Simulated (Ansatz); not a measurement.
The cluster B2As (the lowest doublet isomer of a short search), 3 atoms. Hardware: 4 threads of Arm Neoverse V1 on a shared host.

Correlated methods freeze 11 core orbitals; core or outer-core shells of As are correlated, in sets that lack core-valence functions.

How many basis functions does each of these Ansatz runs have, and roughly what does it cost? PBE-D4/def2-TZVPD, charge 0 doublet, energy, from earlier orbitals; LDA (SPW92)/def2-TZVP, charge 0 doublet, energy, from earlier orbitals; CCSD(T)/def2-TZVPD, charge -1 singlet at the geometry of the charge 0 doublet, energy, from earlier orbitals; PBE-QIDH/def2-TZVP, charge 0 doublet, energy, from earlier orbitals; PBE0-D4/def2-TZVPD, charge -1 triplet at the geometry of the charge 0 doublet, energy; RPA@PBE/def2-TZVP, charge 0 quartet, energy, from earlier orbitals; HF/def2-TZVP, charge 0 doublet, energy, from earlier orbitals; MP2/def2-TZVP, charge 0 doublet, energy, from earlier orbitals; PBE-QIDH/def2-TZVP, charge 0 quartet, energy, from earlier orbitals; r2SCAN-D4/def2-TZVP, charge 1 singlet at the geometry of the charge 0 doublet, energy, from earlier orbitals; HF/STO-3G, charge 0 doublet, energy; PBE-D4/def2-TZVP, charge 0 quartet, energy, from earlier orbitals.

Other jobs shared the machine, so times can vary by a factor of up to 3. A dash marks memory too small to be measured apart from the calling script's.

```json
{"run": "HF/STO-3G, charge 0 doublet, energy", "functions": "28", "fitting or Cholesky vectors": "306", "wall time": "0.15 s", "peak host memory (GiB)": "–"}
{"run": "LDA (SPW92)/def2-TZVP, charge 0 doublet, energy, from earlier orbitals", "functions": "110", "fitting or Cholesky vectors": "711", "wall time": "0.55 s", "peak host memory (GiB)": "–"}
{"run": "PBE-D4/def2-TZVP, charge 0 quartet, energy, from earlier orbitals", "functions": "110", "fitting or Cholesky vectors": "711", "wall time": "0.85 s", "peak host memory (GiB)": "–"}
{"run": "MP2/def2-TZVP, charge 0 doublet, energy, from earlier orbitals", "functions": "110", "fitting or Cholesky vectors": "714", "wall time": "0.95 s", "peak host memory (GiB)": "–"}
{"run": "RPA@PBE/def2-TZVP, charge 0 quartet, energy, from earlier orbitals", "functions": "110", "fitting or Cholesky vectors": "721", "wall time": "1.3 s", "peak host memory (GiB)": "–"}
{"run": "HF/def2-TZVP, charge 0 doublet, energy, from earlier orbitals", "functions": "110", "fitting or Cholesky vectors": "908", "wall time": "1.4 s", "peak host memory (GiB)": "–"}
{"run": "r2SCAN-D4/def2-TZVP, charge 1 singlet at the geometry of the charge 0 doublet, energy, from earlier orbitals", "functions": "110", "fitting or Cholesky vectors": "711", "wall time": "1.4 s", "peak host memory (GiB)": "–"}
{"run": "PBE-D4/def2-TZVPD, charge 0 doublet, energy, from earlier orbitals", "functions": "128", "fitting or Cholesky vectors": "737", "wall time": "1.6 s", "peak host memory (GiB)": "–"}
{"run": "PBE-QIDH/def2-TZVP, charge 0 quartet, energy, from earlier orbitals", "functions": "110", "fitting or Cholesky vectors": "721", "wall time": "1.6 s", "peak host memory (GiB)": "–"}
{"run": "PBE0-D4/def2-TZVPD, charge -1 triplet at the geometry of the charge 0 doublet, energy", "functions": "128", "fitting or Cholesky vectors": "767", "wall time": "1.9 s", "peak host memory (GiB)": "–"}
{"run": "PBE-QIDH/def2-TZVP, charge 0 doublet, energy, from earlier orbitals", "functions": "110", "fitting or Cholesky vectors": "714", "wall time": "2.6 s", "peak host memory (GiB)": "–"}
{"run": "CCSD(T)/def2-TZVPD, charge -1 singlet at the geometry of the charge 0 doublet, energy, from earlier orbitals", "functions": "128", "fitting or Cholesky vectors": "797", "wall time": "4.7 s", "peak host memory (GiB)": "–"}
```
